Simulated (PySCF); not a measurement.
**Computed properties of Si(F)2(I)(OH) (F2HIOSi), SMILES [Si](O)(F)(I)F**

F₂HIOSi, SMILES O[Si](F)(F)I. The structure is a stationary point at B3LYP-D3(BJ)/def2-SVP. The def2 effective core potentials stand for the cores of I; spin–orbit coupling is left out. Other conformers were not sampled. All values are computed for the isolated molecule unless a solvent is named; none is compared with measurement here.

**Structure.** The optimised structure has Cs symmetry. All 12 harmonic modes at B3LYP-D3(BJ)/def2-SVP (PySCF) are real, so it is a minimum. With heavy atoms numbered as in [OH:1][Si:2]([F:3])([F:4])[I:5], the shortest bond between them is Si2–F4 at 1.610 Å and the longest Si2–I5 at 2.410 Å.

**Vibrations.** The strongest infrared lines (harmonic, unscaled, degenerate partners summed) lie at 861 cm⁻¹ (271 km/mol, F 36 %, Si 30 %, H 26 %, O 8 %), 440 cm⁻¹ (169 km/mol, Si 54 %, F 22 %, H 12 %), 961 cm⁻¹ (151 km/mol, F 52 %, Si 48 %). The softest mode is at 117 cm⁻¹ and the zero-point energy is 13.2 kcal/mol.

**Electronic structure.** B3LYP/def2-TZVP (PySCF) places the frontier levels at -8.02 and -1.04 eV, a gap of 6.98 eV, and gives a dipole moment of 1.31 D and a mean polarisability of 54.2 bohr³. PBE/def2-TZVP (PySCF) at the same geometry gives -7.09 and -1.67 eV, so its gap is 1.56 eV narrower. An orbital gap is neither the optical nor the fundamental gap.

**Excitations.** TDA-ωB97X/def2-SVPD (PySCF) has S1 at 6.10 eV (203 nm, f = 0.007, weak); the most intense of the 10 singlets computed lies at 8.04 eV (f = 0.14). T1 (TDA) is at 5.52 eV, 0.58 eV under S1. TDA-PBE/def2-SVPD (PySCF) puts S1 at 5.44 eV. No vertical singlet excitation falls in the visible range (under 3.1 eV).
